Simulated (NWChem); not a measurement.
# C$_{2}$H$_{5}$FOSi; SMILES F[SiH]1COC1

```xyz
10

F     -0.4155     2.0167     0.0000
Si     0.4117     0.6164     0.0000
C     -0.0838    -0.8050     1.1347
O      0.1088    -1.6682     0.0000
C     -0.0838    -0.8050    -1.1347
H      1.8567     0.9779     0.0000
H      0.5606    -1.1166     1.9711
H     -1.1358    -0.8012     1.4799
H     -1.1358    -0.8012    -1.4799
H      0.5606    -1.1166    -1.9711
```
Atoms are numbered in this order, from 1.

Program: NWChem. Pople sets run with spherical d functions. Structure relaxed at the PBE0/def2-SVP level. Level: B3LYP/6-31G* with SMD (1 M gas to 1 M solution), gas-phase geometry. Reactions with the solvent are ignored.

| solvent | dielectric constant | solvation free energy (kcal/mol) | cavity-dispersion-structure term (kcal/mol) | dipole in solution (D) |
|---|---|---|---|---|
| water | 78.4 | -1.5 | 3.5 | 0.46 |
| 1,4-dioxane | 2.21 | -1.4 | 0.4 | 0.33 |
| 2-propanol | 19.3 | -3.4 | 0.8 | 0.40 |
| toluene | 2.37 | -2.2 | -0.4 | 0.33 |
